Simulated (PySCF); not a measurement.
**PbO at LC-ωPBE**

Level: LC-ωPBE. PySCF, spin-free X2C with a Gaussian nucleus, basis sets Pb x2c-TZVPPall, O x2c-TZVPPall.

* state: singlet, closed shell
* bond length: 1.876 Å
* harmonic wavenumber: 843 cm⁻¹
* force constant: 6.22 mdyn/Å
* rotational constant Be: 0.3226 cm⁻¹
* anharmonicity ωexe: 2.50 cm⁻¹
* vibration–rotation constant αe: 0.00144 cm⁻¹
* well depth De to Pb + O: 106.9 kcal/mol
* dissociation energy D0: 105.7 kcal/mol
* HOMO–LUMO gap: 9.71 eV
* bond order (Mayer): 1.99
* dipole moment (positive dipole means Pb(−)O(+)): -4.83 D

These are scalar-relativistic numbers at best; spin–orbit coupling would shift them, the dissociation energy most.
